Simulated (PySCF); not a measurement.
# Magnetic susceptibility: SMILES [C@@H]1(C)CCP(N)C1, C$_{5}$H$_{12}$NP

Cartesian coordinates in Å; atom numbers follow the order of the lines, from 1:
```xyz
19

C    -1.7790   -1.4727   -0.0848
C    -0.5615   -0.5836    0.1292
C    -0.9285    0.8458    0.5203
C     0.3683    1.6514    0.5241
P     1.4704    0.9596   -0.8261
N     2.5277    0.0808    0.2294
C     0.2832   -0.4407   -1.1347
H    -2.4168   -1.0624   -0.8658
H    -1.4747   -2.4747   -0.3798
H    -2.3627   -1.5453    0.8304
H     0.0662   -1.0084    0.9187
H    -1.6180    1.2522   -0.2242
H    -1.4182    0.8843    1.4948
H     0.9006    1.5299    1.4700
H     0.1864    2.7155    0.3641
H     3.1284   -0.5285   -0.3203
H     3.1366    0.7288    0.7228
H    -0.3474   -0.1720   -1.9870
H     0.8291   -1.3507   -1.3886
```

Computed, not measured: PySCF, GIAO wB97X-D/pcSseg-1 magnetisability, rotational g tensor and spin-rotation constants, non-relativistic, gas phase. Geometry: GFN2-xTB.

Task: How diamagnetic is it, and how anisotropic?

Result: Isotropic -1450 × 10⁻³⁰ J/T², or -87.3 × 10⁻⁶ cm³/mol; principal values -1536, -1429, -1384 × 10⁻³⁰ J/T², anisotropy 134 × 10⁻³⁰ J/T² (root of half the summed squared differences of the principal values). The susceptibility is in cgs units.

Task: Split it along the inertial axes a, b, c into diamagnetic and paramagnetic parts about the centre of mass, with the quadrupole moment.

Result: 
```
axis  χ (10⁻⁶ cm³/mol)  diamagnetic (10⁻⁶ cm³/mol)  paramagnetic (10⁻⁶ cm³/mol)  summed x² of all electrons (Å²)  quadrupole Θ (D Å)
   a             -88.4                      -456.2                        367.9                            167.9               +1.54
   b             -84.4                      -873.8                        789.4                             69.5               +3.05
   c             -89.1                     -1007.3                        918.2                             38.0               -4.59
```
Anisotropies 2χaa − χbb − χcc = -3.2 and 2χbb − χaa − χcc = +8.6 × 10⁻⁶ cm³/mol. Θ is traceless in Buckingham's convention.

Task: And the rotational g tensor?

Result: 
```csv
axis,rotational constant (GHz),g,nuclear part,electronic part
a,3.7369,-0.0077,0.6381,-0.6458
b,1.6227,-0.0070,0.5948,-0.6018
c,1.3906,-0.0001,0.5998,-0.5998
```
Asymmetric top; isotopes 12C, 1H, 14N, 31P; no vibrational averaging.
